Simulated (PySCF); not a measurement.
SMILES CC[Si](F)(F)Br (C₂H₅BrF₂Si), PBE0/def2-SVP optimised geometry.

```
11

C     -1.66    -0.96     1.60
C     -0.14    -0.96     1.49
Si     0.52    -0.09     0.00
F      0.07     1.46     0.00
F      2.13    -0.09     0.00
Br    -0.16    -0.98    -1.89
H     -2.13    -1.46     0.74
H     -2.06     0.06     1.65
H     -1.99    -1.49     2.51
H      0.26    -1.99     1.46
H      0.33    -0.48     2.36
```

Density from PBE0/def2-TZVP (PySCF 2.14.0) at that geometry.

Minimum of the electron density along straight lines between bonded atoms, close to the bond critical point (lines longer than 1.1 times the sum of covalent radii, or with two minima, are not listed):

| bond | length / Å | ρ at the minimum / e bohr⁻³ | ∇²ρ there / e bohr⁻⁵ | position (fraction from the first atom) |
|---|---|---|---|---|
| C1–C2 | 1.527 | 0.240 | -0.58 | 0.49 |
| C2–Si3 | 1.847 | 0.135 | 0.16 | 0.61 |
| Si3–F4 | 1.612 | 0.136 | 0.93 | 0.42 |
| Si3–F5 | 1.611 | 0.137 | 0.94 | 0.42 |
| Si3–Br6 | 2.202 | 0.095 | 0.08 | 0.35 |
| C1–H7 | 1.101 | 0.273 | -0.92 | 0.64 |
| C1–H8 | 1.100 | 0.273 | -0.92 | 0.64 |
| C1–H9 | 1.100 | 0.273 | -0.92 | 0.64 |
| C2–H10 | 1.103 | 0.268 | -0.88 | 0.64 |
| C2–H11 | 1.105 | 0.266 | -0.87 | 0.64 |
